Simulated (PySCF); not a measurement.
Species: CH8BOP.
Atom-mapped SMILES: `[CH3:1][O:2][BH2-:3][PH3+:4]` (hydrogens: H5, H6, H7 on C1; H8, H9 on B3; H10, H11, H12 on P4)

Method used: PySCF 2.14.0, PBE0-D3(BJ)/def2-SVP geometry optimisation, gas phase.

(1) Give the optimised bond lengths and angles.

Answers

(1) 
| bond | length (bohr) |
| --- | --- |
| C1–O2 | 2.626 |
| O2–B3 | 2.695 |
| B3–P4 | 3.754 |
| C1–H5, C1–H6, C1–H7 | 2.092 |
| B3–H8, B3–H9 | 2.336 |
| P4–H10, P4–H11, P4–H12 | 2.676 |

Bonds in one row agree within 0.02 bohr and their mean is given. A selection of angles:
| angle | degrees |
| --- | --- |
| O2–C1–H5 | 112.2 |
| O2–C1–H7 | 109.3 |
| H5–C1–H6 | 107.2 |
| C1–O2–B3 | 115.3 |
| O2–B3–P4 | 106.2 |
| O2–B3–H8 | 117.9 |
| P4–B3–H8 | 99.8 |
| H8–B3–H9 | 111.6 |
| B3–P4–H10 | 119.8 |
| B3–P4–H11 | 112.9 |
| H10–P4–H11 | 100.6 |
| H10–P4–H12 | 99.8 |

Dihedral angles: C1–O2–B3–P4 -178° (antiperiplanar).

P4 (phosphorus bonded to B and 3 H) is distorted tetrahedral (angles from 99.8° to 119.8°). B3 (four-coordinate boron) is distorted tetrahedral (angles from 99.8° to 117.9°). The 4 heavy atoms lie in one plane (0.012 Å rms). O2 (boron-bound oxygen) is bent (angle 115.3°).

Whether it is a minimum is left open (no frequencies). The numbers are those of one conformer.
